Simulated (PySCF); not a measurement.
**Two-component Hartree-Fock for Hf (hafnium, neutral)**

Start: [Xe] 4f14 5d2 6s1 6p1; 5d5/2 filled at m_j = +3/2, +5/2; 6s1/2 filled at m_j = +1/2; 6p3/2 filled at m_j = +3/2. Calculated with PySCF 2.14 in x2c-SVPall-2c with one added diffuse shell each of s, d type (8s9p10d2f, 99 functions): generalised Hartree-Fock with the X2C-1e Hamiltonian and a Gaussian nucleus; one run each with spin-orbit coupling (SO) switched off, then screened by Boettger's factors. This is a chosen level, not necessarily the ground level.

```csv
spinor shell,electrons,"ε, spin-free (eV)","ε, screened SO (eV)",weight of nominal j (screened SO),"rms radius, screened SO (bohr)"
1s1/2,2,-65689.9,-65671.9,1.000,0.0215
2s1/2,2,-11373.4,-11367.9,1.000,0.0869
2p1/2,2,-9988.6,-10838.1,1.000,0.0740
2p3/2,4,-9988.6,-9640.1,1.000,0.0812
3s1/2,2,-2652.8,-2651.1,1.000,0.222
3p1/2,2,-2231.6,-2416.2,1.000,0.214
3p3/2,4,-2231.6,-2154.8,1.000,0.228
3d3/2,4,-1728.2,-1761.2,1.000,0.202
4s1/2,2,-566.63,-566.26,1.000,0.498
4p1/2,2,-425.89,-468.51,1.000,0.508
4p3/2,4,-425.89,-408.25,1.000,0.541
4d3/2,4,-240.46,-247.11,1.000,0.571
4d5/2,6,-240.46,-235.87,1.000,0.583
5s1/2,2,-82.196,-82.266,1.000,1.23
5p1/2,2,-45.565,-50.758,0.984,1.42
5p3/2,4,-45.565,-43.537,0.992,1.46
4f5/2,6,-33.127,-34.016,0.993,0.743
4f7/2,8,-33.127,-32.374,0.995,0.750
6s1/2,1,-9.215,-9.250,0.998,3.74
5d5/2,2,-9.011,-8.898,0.862,2.66
6p3/2,1,-4.675,-4.599,1.000,5.07
```

Where does 3d5/2 lie, and what is the 3d spin-orbit splitting (screened SO)?

At -1704.8 eV, 56.411 eV above 3d3/2.

```
   quantity     spin-free   screened SO
E (hartree)  -15066.18981  -15081.92493
        M_J             6             6
       ⟨J²⟩        42.014        42.015
       ⟨L²⟩        20.012        20.186
       ⟨S²⟩         6.001         6.056
```

Each row is a mean over spinors that exchange with the open shell spreads, by up to 4.295 eV (5p3/2).

Rows whose weight is well below 1 are mixtures of j = l ± 1/2: exchange outweighs spin-orbit coupling there, and the label is only the starting occupation.

Breit and QED terms are absent; they matter most for the inner s and p1/2 levels.

Densities and radii are taken from the X2C orbitals without a picture-change correction, which distorts them close to the nucleus.

Without spin-orbit coupling the j labels of p, d and f shells carry no meaning; the spin-free column gives the mean over the occupied spinors of each nl shell.
